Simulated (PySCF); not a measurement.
CH6N2O2W, multiplicity 1. Atoms are numbered in the order given.

```xyz
12

W     -0.0474    -0.0685     0.2085
N      0.9409    -1.5009     0.4295
H      1.6391    -2.1930     0.1789
N      0.2251     0.6210    -1.3735
C      0.6854     0.8118    -2.6985
H     -0.1491     0.7501    -3.4188
H      1.1472     1.8080    -2.8127
H      1.4393     0.0565    -2.9853
O     -1.8890    -0.5726     0.2933
H     -2.1663    -1.4227     0.6497
O      0.4728     1.2244     1.5137
H      0.6533     2.1451     1.3007
```

Geometry: PBE0-D3(BJ)/def2-SVP. The spin state was assumed, not searched. The def2 effective core potentials stand for the cores of W; spin–orbit coupling is left out. One conformer was computed; it need not be the lowest.

Computed with PBE/def2-TZVP (PySCF).

ESP charges are fitted to the potential on shells at 1.4 to 2.0 van der Waals radii. Atomic charges (e):

```csv
atom,Mulliken,ESP fit
W1,1.08,1.19
N2,-0.56,-0.80
H3,0.23,0.38
N4,-0.37,-0.36
C5,-0.24,-0.37
H6,0.13,0.17
H7,0.13,0.15
H8,0.12,0.14
O9,-0.59,-0.67
H10,0.33,0.42
O11,-0.59,-0.62
H12,0.33,0.38
```
